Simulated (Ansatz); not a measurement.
The cluster B2P2, relaxed as a quintet with UKS PBE0-D4/def2-TZVP in Ansatz, starting from the PBE0-D4/def2-TZVP geometry of the neutral singlet. Force threshold 0.02 eV/Å.

The relaxation made no stability test and no search for a lower SCF solution. At PBE0-D4/def2-TZVP a triplet of charge 0 lies 3.28 eV below the quintet, each at its own geometry. The structure comes from a short search, and lower isomers may exist.

Start:

Cartesian coordinates in Å:
```
B 0.6009 0.3457 -0.4704
B -0.6009 -0.3456 0.4706
P 1.1272 -0.8369 0.8247
P -1.1273 0.8368 -0.8250
```

| step | energy (eV) | largest force component (eV/Å) | SCF passes |
| --- | --- | --- | --- |
| 1 | -19914.6796 | 3.163 | 113 |
| 2 | -19914.9257 | 2.456 | 46 |
| 3 | -19915.5270 | 1.644 | 41 |
| 4 | -19915.9700 | 2.206 | 27 |
| 5 | -19916.1335 | 1.417 | 25 |
| 6 | -19916.2423 | 0.320 | 24 |
| 7 (rejected) | -19916.1597 | 0.495 | 30 |
| 8 | -19916.2492 | 0.062 | 23 |
| 9 | -19916.2495 | 0.015 | 25 |

Force components are those of the run's own axes.

End:

```
atom    x (Å)    y (Å)    z (Å)
  B1   0.8762   0.6227  -0.5656
  B2  -0.8494  -0.3698   0.7856
  P3   0.9483  -0.8404   0.5937
  P4  -0.9751   0.5875  -0.8137
```

Bonds lost: B1–B2 (atoms count from 1).

No frequencies were taken in this run, so the end may be a saddle point.

It took 15 s on 4 threads of Arm Neoverse V2 on a shared host.
